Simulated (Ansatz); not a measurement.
## Competing steps

Reactants: GeNH₅O ([NH2][GeH2][OH]) (brackets give SMILES or just the links). Saddle points were found for several chosen steps; others may exist. Gas-phase electronic energies, without zero-point energy, by CCSD(T) at an estimated basis limit (MP2 extrapolated from triple and quadruple zeta, plus CCSD(T) − MP2 in triple zeta); Ansatz 0.2.0, def2-TZVPP and QZVPP, frozen cores, on PBE0-D4/def2-TZVP structures. Extrapolation: Hartree–Fock as exp(−7.88 √X), correlation as X^−2.97. No counterpoise correction.

(1) Rank the steps by the energy of their saddle points, lowest first, and give each saddle's height above the lowest. (Judge from chemistry; the value comes from the calculation.)
A. 1,2-elimination, to GeH₂O ([O][GeH2]) + NH₃, still joined by a dative Ge–N bond (breaks or loosens Ge–N, H–O; forms H–N)
B. 1,2-elimination, to GeNH₃ ([NH][GeH2]) + H₂O (breaks or loosens Ge–O, H–N; forms H–O)

(2) Does the lowest of these saddles lead to the lowest end structure (the products still in contact)? (Judge from chemistry; the calculation decides.)

T1 diagnostic: at most 0.017. The filled d shells of Ge are correlated in sets not built for that, so values that involve them are less sure.

For scale, one of the runs: CCSD(T)/def2-TZVPP, 180 basis functions, launched by `ansatz run in.yaml --threads 4 --pin off --events-out ev --progress --plain --max-ram 9574MiB`. Time: 100 s of wall clock on 4 CPU threads of an Intel Xeon; the host was shared. Peak host memory: 1.8 GiB.

Results:

(1) By the calculation: A (0.0 kJ/mol), B (67.9 kJ/mol). Heights count from the lowest.

The lowest of these saddles lies at 169.5 kJ/mol relative to the reactant.

(2) By the calculation: Yes. Relative to the reactant, the ends lie at 134.5 (GeH₂O ([O][GeH2]) + NH₃); 223.8 (GeNH₃ ([NH][GeH2]) + H₂O) kJ/mol.
